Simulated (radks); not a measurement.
Results of a calculation; reference values are marked as such.
Task: These are the eigenvalues of the occupied orbitals of an atom or ion with whole-number occupations (hartree). Level of theory: Dirac Kohn-Sham, PBE, spin-unpolarised, spherical densities, point nucleus (a radial shooting solver on a logarithmic mesh with Libxc functionals).

1s1/2: -2117.146
2s1/2: -467.4038
2p1/2: -453.3491
2p3/2: -423.0132
3s1/2: -189.4886
3p1/2: -184.4589
3p3/2: -176.4490

Which element is it, and in what charge state? The configuration may be excited. Open shells, if any, are shared by 2j + 1.

Result: Z = 66, dysprosium, charge +53: Dy53+ in [Ne] 3s2 3p1. The list shows which subshells hold electrons but not how many an open one holds; the 1s level, -2117.1 hartree, gives Z - s = 65.1 by -(Z - s)^2/2, which with screening and relativity narrows Z to a few neighbours, and the depths of the outer levels then fix element, charge and occupations together.
